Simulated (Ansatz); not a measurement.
Reaction (ligand exchange at the Al–C bond): `N#[C][AlH][Cl]` + `[SiH3]N[SiH3]` → `[SiH3][N]([SiH3])[AlH][Cl]` + `C#N`

Isolated molecules relaxed with PBE0-D4/def2-TZVP in Ansatz; ΔE leaves out vibrations. CCSD(T)/CBS adds triple-zeta CCSD(T) − MP2 to the extrapolated MP2 energy (def2 sets, frozen cores). This one scheme is used for every species. DFT in def2-TZVPP. Each species was taken in one conformer, which may not be the lowest.

`N#[C][AlH][Cl]`:

Cartesian coordinates in Å:
```
N -0.010 -2.412 0.252
C 0.003 -1.262 0.162
Al 0.039 0.661 0.061
Cl -0.447 1.485 -1.780
H 0.414 1.529 1.305
```

`[SiH3]N[SiH3]`:

Z-matrix (Å, degrees):
```
Si
N 1 1.726
H 1 1.490 2 112.6
H 1 1.484 2 107.4 3 119.9
H 1 1.489 2 110.9 3 -120.0
Si 2 1.726 1 128.9 3 -109.8
H 2 1.011 1 115.5 3 66.2
H 6 1.490 2 112.6 1 109.8
H 6 1.484 2 107.4 1 -10.1
H 6 1.488 2 110.9 1 -130.1
```

`[SiH3][N]([SiH3])[AlH][Cl]`:

Z-matrix (Å, degrees):
```
Si
N 1 1.744
H 1 1.485 2 111.4
H 1 1.489 2 107.5 3 119.1
H 1 1.485 2 111.4 3 -121.7
Si 2 1.737 1 117.4 3 -119.3
Al 2 1.780 1 121.7 3 60.7
H 6 1.488 2 108.1 1 180.0
H 6 1.487 2 111.3 1 -60.3
H 6 1.487 2 111.3 1 60.3
Cl 7 2.095 2 115.7 1 -0.0
H 7 1.567 2 123.5 1 180.0
```

`C#N`:

```xyz
3

C     0.011    0.020   -0.012
N    -0.449   -0.891    0.509
H     0.438    0.871   -0.497
```

```csv
level,ΔE (kJ/mol),difference from CCSD(T)/CBS
LDA (SPW92),-48.3,-3.8
r2SCANh-D4,-43.6,0.9
PBE-QIDH,-41.5,3.0
r2SCAN,-41.4,3.1
PBE0,-35.0,9.5
MP2/def2-QZVPP,-46.4,-1.9
MP2/cc-pV(D+d)Z,-46.2,-1.7
HF/cc-pV(T+d)Z,-26.4,18.1
CCSD/cc-pV(T+d)Z,-42.1,2.4
HF/CBS(cc),-26.2,18.3
CCSD(T)/CBS,-44.5,0
```

Largest T1 diagnostic among the species: 0.014.

Leaving LDA and LC-ωPBE aside and taking each functional with its dispersion term where it has one, the values, not all of them listed here, spread over 8.0 kJ/mol, from BHLYP-D4 to B2PLYP. LDA lies −14.1 kJ/mol from PBE without D4. From BLYP to BHLYP (50 % exact exchange), in def2-TZVPP and without D4, ΔE moves by −4.6 kJ/mol. The D4 term adds −13.5 kJ/mol with B3LYP and −7.5 kJ/mol with PBE0; it sums over pairs of atoms, weighted by their polarisabilities, and B3LYP, whose exchange is more repulsive, gets the larger term.

B3LYP here is the variant with VWN-RPA as its local correlation; programs differ in this.
